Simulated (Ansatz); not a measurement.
The cluster Hg3 (the lowest singlet isomer of a short search), 3 atoms. Hardware: 4 threads of Arm Neoverse V2 on a shared host.

In the def2 sets Hg takes a core potential; there is no spin–orbit coupling. Correlated methods freeze no core orbitals; core or outer-core shells of Hg are correlated, in sets that lack core-valence functions.

Problem. How many basis functions does each of these Ansatz runs have, and roughly what does it cost? CAM-B3LYP/def2-TZVP, charge 0 singlet, energy, from earlier orbitals; RPA@PBE/def2-TZVP, charge 0 singlet, energy, from earlier orbitals; revPBE/def2-TZVP, charge 0 quintet, energy, from earlier orbitals; BHLYP/def2-TZVP, charge 0 triplet, energy, from earlier orbitals; PBE0/def2-TZVP, charge 0 triplet, energy, from earlier orbitals; PBE0/def2-SVP, charge 0 unrestricted singlet, energy with a search over starts; RPA@PBE/def2-TZVP, charge 0 quintet, energy, from earlier orbitals; PBE/def2-TZVPD, charge 0 singlet, energy, from earlier orbitals; PBE/def2-TZVP, charge 0 unrestricted singlet, energy, from earlier orbitals; r2SCAN/def2-TZVP, charge 0 singlet, energy, from earlier orbitals; BHLYP/def2-TZVP, charge 0 quintet, energy, from earlier orbitals; B2PLYP/def2-TZVP, charge 0 singlet, energy, from earlier orbitals.

Solution. Other jobs shared the machine, so times can vary by a factor of up to 3. A dash marks memory too small to be measured apart from the calling script's.

```csv
run,functions,fitting or Cholesky vectors,wall time,peak host memory (GiB)
"PBE/def2-TZVPD, charge 0 singlet, energy, from earlier orbitals",138,1170,1.1 s,–
"CAM-B3LYP/def2-TZVP, charge 0 singlet, energy, from earlier orbitals",129,1257,1.4 s,–
"PBE/def2-TZVP, charge 0 unrestricted singlet, energy, from earlier orbitals",129,1170,1.6 s,–
"PBE0/def2-SVP, charge 0 unrestricted singlet, energy with a search over starts",96,978,1.8 s,–
"revPBE/def2-TZVP, charge 0 quintet, energy, from earlier orbitals",129,1170,1.8 s,–
"r2SCAN/def2-TZVP, charge 0 singlet, energy, from earlier orbitals",129,1170,1.9 s,–
"RPA@PBE/def2-TZVP, charge 0 singlet, energy, from earlier orbitals",129,1119,2.2 s,–
"B2PLYP/def2-TZVP, charge 0 singlet, energy, from earlier orbitals",129,1119,2.4 s,–
"BHLYP/def2-TZVP, charge 0 quintet, energy, from earlier orbitals",129,1119,3.3 s,–
"RPA@PBE/def2-TZVP, charge 0 quintet, energy, from earlier orbitals",129,1119,3.9 s,–
"BHLYP/def2-TZVP, charge 0 triplet, energy, from earlier orbitals",129,1119,7.5 s,–
"PBE0/def2-TZVP, charge 0 triplet, energy, from earlier orbitals",129,1119,47 s,0.56
```
